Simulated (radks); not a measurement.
Question: Excited configurations of Li2+: one electron is placed in a higher orbital outside the bare nucleus. The ground configuration is 1s1. Method: scalar-relativistic Kohn-Sham, PBE, spin-polarised, spherical densities, finite nucleus; open shells are filled with parallel spins first; Fermi nuclear charge, rms radius 2.444 fm; computed with a radial shooting solver on a logarithmic mesh with Libxc functionals. Excitation = E - E(ground); binding = E(ion) - E, where the ion is the core of charge +3; n* = 3/sqrt(2 binding) in atomic units, and the quantum defect is n - n*.

outer orbital  excitation (eV)  binding (eV)     n*  quantum defect  eigenvalue (eV)  <r> (bohr)
2p                      91.506        30.615  2.000           0.000          -25.328       1.670
4s                      114.04         8.078  3.893           0.107           -7.070       7.728
5p                      116.89         5.228  4.840           0.160           -4.580       11.71

Estimate the row for 7p.

Answer: excitation (eV) 119.40; binding (eV) 2.718; n* 6.712; quantum defect 0.288; eigenvalue (eV) -2.410; <r> (bohr) 23.12. The Delta-SCF ionisation energy is 122.12 eV (NIST Atomic Spectra Database: 122.45 eV, theoretical). Self-interaction in the functional shifts the binding energies and quantum defects, so they are the method's values and not measured ones.
